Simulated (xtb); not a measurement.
hexafluoropropene (C$_{3}$F$_{6}$), singlet, geometry from GFN2-xTB; GFN2-xTB (xtb).

The xtb input:
```
$ xtb mol.xyz --gfn 2 --ohess --json

# file mol.xyz
9

F      2.49184748    -0.18829557     0.79842098
C      1.31418502     0.24683492     0.42467974
F      1.26067366     1.55824784     0.42112146
C      0.28229877    -0.52520184     0.08521556
F      0.37606850    -1.85663792     0.10149667
C     -1.06436063     0.03101770    -0.34154878
F     -1.61086992     0.78624932     0.61807922
F     -0.95447491     0.80748822    -1.42550070
F     -1.91799358    -0.94215242    -0.62584863
```

It wrote (shortened):

```
   ID    Z sym.   atoms
    1    9 F      1, 3, 5, 7-9
    2    6 C      2, 4, 6

           -------------------------------------------------
          |                Calculation Setup                |
           -------------------------------------------------

           -------------------------------------------------
          |                 G F N 2 - x T B                 |
           -------------------------------------------------

          ...................................................
          :                      SETUP                      :
          :.................................................:
          :  # basis functions                  36          :
          :  # atomic orbitals                  36          :
          :  # shells                           18          :
          :  # electrons                        54          :
          :  max. iterations                   250          :
          :  Hamiltonian                  GFN2-xTB          :
          :  restarted?                      false          :
          :  GBSA solvation                  false          :
          :  PC potential                    false          :
          :  electronic temp.          300.0000000     K    :
          :  accuracy                    1.0000000          :
          :  -> integral cutoff          0.2500000E+02      :
          :  -> integral neglect         0.1000000E-07      :
          :  -> SCF convergence          0.1000000E-05 Eh   :
          :  -> wf. convergence          0.1000000E-03 e    :
          :  Broyden damping             0.4000000          :
          :  net charge                          0          :
          :  unpaired electrons                  0          :
          ...................................................

 iter      E             dE          RMSdq      gap      omega  full diag
   1    -34.8399679 -0.348400E+02  0.549E+00    5.14       0.0  T
   2    -34.8936428 -0.536750E-01  0.299E+00    4.66       1.0  T
   3    -34.8951235 -0.148070E-02  0.188E+00    4.86       1.0  T
   4    -34.9031585 -0.803493E-02  0.685E-01    4.77       1.0  T
   5    -34.9051210 -0.196256E-02  0.761E-02    4.79       1.0  T
   6    -34.9051261 -0.509074E-05  0.373E-02    4.78       1.0  T
   7    -34.9051270 -0.826577E-06  0.928E-03    4.78       3.6  T
   8    -34.9051271 -0.155570E-06  0.200E-03    4.78      16.7  T
   9    -34.9051271 -0.249929E-07  0.396E-04    4.78      84.2  T
[...]
         :: total energy             -34.769844133183 Eh    ::
 * total energy  :   -34.7698441 Eh     change       -0.1443823E-10 Eh
   *** GEOMETRY OPTIMIZATION CONVERGED AFTER 1 ITERATIONS ***
         :: total energy             -34.769844133198 Eh    ::
[...]
   ------------------------------------------------------------------------
       1     20.19    -1.97240 (  2.59%)    -1.32453 ( 97.41%)    -1.34131
       2    111.74    -0.96555 ( 96.15%)    -0.81821 (  3.85%)    -0.95987
       3    126.25    -0.89515 ( 97.60%)    -0.78204 (  2.40%)    -0.89243
       4    229.33    -0.56177 ( 99.77%)    -0.60528 (  0.23%)    -0.56187
       5    235.63    -0.54730 ( 99.80%)    -0.59725 (  0.20%)    -0.54740
   ------------------------------------------------------------------------

   temp. (K)  partition function   enthalpy   heat capacity  entropy
                                   cal/mol     cal/K/mol   cal/K/mol   J/K/mol
 298.15  VIB   358.                 3539.476     21.369     21.417
         ROT  0.485E+06              888.752      2.981     28.999
         INT  0.174E+09             4428.228     24.350     50.416
         TR   0.178E+28             1481.254      4.968     40.908
         TOT                        5909.4820    29.3179    91.3242   382.1006

       T/K    H(0)-H(T)+PV         H(T)/Eh          T*S/Eh         G(T)/Eh
   ------------------------------------------------------------------------
    298.15    0.941736E-02    0.407369E-01    0.433911E-01   -0.265416E-02
   ------------------------------------------------------------------------

         :::::::::::::::::::::::::::::::::::::::::::::::::::::
         ::                  THERMODYNAMIC                  ::
         :::::::::::::::::::::::::::::::::::::::::::::::::::::
         :: total free energy         -34.772498294295 Eh   ::
         ::.................................................::
         :: total energy              -34.769844133198 Eh   ::
         :: zero point energy           0.031319571170 Eh   ::
         :: G(RRHO) w/o ZPVE           -0.033973732267 Eh   ::
         :: G(RRHO) contrib.           -0.002654161097 Eh   ::
         :::::::::::::::::::::::::::::::::::::::::::::::::::::

optimized geometry written to: xtbopt.xyz

           -------------------------------------------------
          | TOTAL ENERGY              -34.769844133198 Eh   |
          | TOTAL ENTHALPY            -34.729107203077 Eh   |
          | TOTAL FREE ENERGY         -34.772498294295 Eh   |
          | GRADIENT NORM               0.000098474027 Eh/α |
          | HOMO-LUMO GAP               4.783329454356 eV   |
           -------------------------------------------------

normal termination of xtb
```
